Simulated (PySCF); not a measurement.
AlBr3 (SMILES [Br][Al]([Br])[Br]), singlet, geometry from GFN2-xTB (such geometries of metal compounds can be far from the true shape); R2SCAN/STO-3G (PySCF).

PySCF was given this input:
```python
from pyscf import gto, scf, dft

mol = gto.M(
    atom='''
Al   -0.00000000   -0.00000000    0.00000000
Br   -1.79907489   -1.33890033   -0.10448629
Br   -0.01545118    1.98485471   -1.04897808
Br    1.81452607   -0.64595437    1.15346437
''',
    basis='sto-3g',
    verbose=4,
)

mf = dft.RKS(mol)
mf.xc = 'r2scan'
mf.grids.level = 5
mf.kernel()
mf.analyze()
```

Task: What does PySCF print? Leave out banner, timings and long lists.

Result: 
```
PySCF version 2.14.0

[INPUT] verbose = 4
[INPUT] num. atoms = 4
[INPUT] num. electrons = 118
[INPUT] charge = 0
[INPUT] spin (= nelec alpha-beta = 2S) = 0
[INPUT] symmetry False subgroup None
[INPUT] Mole.unit = angstrom
[INPUT] Symbol           X                Y                Z      unit          X                Y                Z       unit  Magmom
[...]
nuclear repulsion = 821.859868667177
number of shells = 29
number of NR pGTOs = 189
number of NR cGTOs = 63
basis = sto-3g
ecp = {}

******** <class 'pyscf.dft.rks.RKS'> ********
method = RKS
initial guess = minao
damping factor = 0
level_shift factor = 0
DIIS = <class 'pyscf.scf.diis.CDIIS'>
diis_start_cycle = 1
diis_space = 8
diis_damp = 0
SCF conv_tol = 1e-09
SCF conv_tol_grad = None
SCF max_cycles = 50
direct_scf = True
direct_scf_tol = 1e-13
XC library pyscf.dft.libxc version 7.1.2
    S. Lehtola, C. Steigemann, M. J. T. Oliveira, and M. A. L. Marques,  SoftwareX 7, 1–5 (2018)
XC functionals = r2scan
    J. W. Furness, A. D. Kaplan, J. Ning, J. P. Perdew, and J. Sun,  J. Phys. Chem. Lett. 11, 8208–8215 (2020)
    J. W. Furness, A. D. Kaplan, J. Ning, J. P. Perdew, and J. Sun,  J. Phys. Chem. Lett. 11, 9248–9248 (2020)
    J. W. Furness, A. D. Kaplan, J. Ning, J. P. Perdew, and J. Sun,  J. Phys. Chem. Lett. 11, 8208–8215 (2020)
    J. W. Furness, A. D. Kaplan, J. Ning, J. P. Perdew, and J. Sun,  J. Phys. Chem. Lett. 11, 9248–9248 (2020)
radial grids:
    Treutler-Ahlrichs [JCP 102, 346 (1995); DOI:10.1063/1.469408] (M4) radial grids

becke partition: Becke, JCP 88, 2547 (1988); DOI:10.1063/1.454033
pruning grids: <function nwchem_prune>
grids dens level: 5
symmetrized grids: False
atomic radii adjust function: <function treutler_atomic_radii_adjust>
small_rho_cutoff = 0
Set gradient conv threshold to 3.16228e-05
Initial guess from minao.
tot grids = 177256
init E= -7867.63051162531
[...]
cycle= 1 E= -7877.79323611152  delta_E= -10.2  |g|= 0.603  |ddm|= 2.45
[...]
cycle= 2 E= -7877.58997359476  delta_E= 0.203  |g|= 0.958  |ddm|= 3.06
[...]
cycle= 3 E= -7877.98010639163  delta_E= -0.39  |g|= 0.0295  |ddm|=  1.9
[...]
cycle= 4 E= -7877.98061667214  delta_E= -0.00051  |g|= 0.00494  |ddm|= 0.0867
[...]
cycle= 5 E= -7877.98062957204  delta_E= -1.29e-05  |g|= 0.000229  |ddm|= 0.011
[...]
cycle= 6 E= -7877.98062959358  delta_E= -2.15e-08  |g|= 1.5e-05  |ddm|= 0.000393
[...]
cycle= 7 E= -7877.98062959368  delta_E= -9.82e-11  |g|= 9.41e-07  |ddm|= 3.67e-05
[...]
Extra cycle  E= -7877.98062959369  delta_E= -1.27e-11  |g|= 7.95e-07  |ddm|= 5.89e-06
converged SCF energy = -7877.98062959369
**** SCF Summaries ****
Total Energy =                       -7877.980629593691447
Nuclear Repulsion Energy =             821.859868667176556
One-electron Energy =               -12664.041844111730825
Two-electron Energy =                 3964.201345850862253
Two-electron Coulomb Energy =         4259.161086649290155
DFT Exchange-Correlation Energy =     -294.959740798427731
HOMO-LUMO gap [eV] =                     6.028465606422960
**** MO energy ****
[...]
 ** Mulliken pop on meta-lowdin orthogonal AOs  **
 ** Mulliken pop  **
 ** Mulliken atomic charges  **
charge of    0Al =      0.59687
charge of    1Br =     -0.19896
charge of    2Br =     -0.19896
charge of    3Br =     -0.19895
Dipole moment(X, Y, Z, Debye):  0.00004, -0.00003,  0.00001
```
